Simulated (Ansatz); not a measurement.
Reaction 6 R1 + R2 + R3 → 6 P1 + 2 P2, each structure at its B3LYP-D3(BJ)/def2-TZVP stationary point, reached from a drawn start (curvature not checked).
R1: F6Mo (SMILES [F][Mo]([F])([F])([F])([F])[F]), charge 0, multiplicity 1.
R2, Si2H6 (SMILES [SiH3][SiH3]) (charge 0, multiplicity 1, Z-matrix in Å and degrees):
```
Si
H 1 1.4832
H 1 1.4832 2 108.64
H 1 1.4832 2 108.64 3 -118.01
Si 1 2.3445 2 110.29 4 -121.00
H 5 1.4832 1 110.30 2 -180.00
H 5 1.4832 6 108.64 1 -121.00
H 5 1.4832 6 108.64 7 -118.01
```
P1: F5HMo (SMILES [F][MoH]([F])([F])([F])[F]), charge 0, multiplicity 1.
P2, F3HSi (SMILES F[SiH](F)F) (charge 0, multiplicity 1):
```csv
atom,x (Å),y (Å),z (Å)
Si,0.0279,-0.0273,-0.0175
F,0.6732,1.4053,0.1364
F,-1.2631,0.1056,-0.9165
F,-0.4148,-0.5268,1.4132
H,0.9768,-0.9567,-0.6154
```
R3: H2 (SMILES [H][H]), charge 0, multiplicity 1.

P less R. No zero-point or thermal terms; no spin–orbit coupling.

Correlated levels freeze the cores.

Codes used: Ansatz (a first-principles code). All values are computed, each at the level named. Elements past Kr take the def2 small-core potentials, without spin–orbit coupling.

Total energies in hartree:

| structure | PBE/def2-TZVPP | r2SCAN/def2-TZVPP | CCSD(T)/def2-TZVPP |
|---|---|---|---|
| R1 | -667.280561 | -667.601706 | -666.388856 |
| R2 | -582.273639 | -582.532002 | -581.690401 |
| P1 | -568.006733 | -568.276247 | -567.181142 |
| P2 | -589.538497 | -589.831711 | -589.094069 |
| R3 | -1.166122 | -1.171285 | -1.172339 |

Work out the reaction energy at each level in kcal/mol (1 hartree = 627.50947 kcal/mol), and say how far PBE/def2-TZVPP lies from CCSD(T)/def2-TZVPP.


- PBE/def2-TZVPP: 6 × (-568.006733) + 2 × (-589.538497) − (-582.273639) − (-1.166122) − 6 × (-667.280561) = 0.005735 hartree = 3.60 kcal/mol
- r2SCAN/def2-TZVPP: 6 × (-568.276247) + 2 × (-589.831711) − (-582.532002) − (-1.171285) − 6 × (-667.601706) = -0.007381 hartree = -4.63 kcal/mol
- CCSD(T)/def2-TZVPP: 6 × (-567.181142) + 2 × (-589.094069) − (-581.690401) − (-1.172339) − 6 × (-666.388856) = -0.079114 hartree = -49.64 kcal/mol
PBE/def2-TZVPP less CCSD(T)/def2-TZVPP: 53.24 kcal/mol, and the two differ in sign. CCSD(T)/def2-TZVPP is the level counted from, the highest shown, and no exact or measured value.
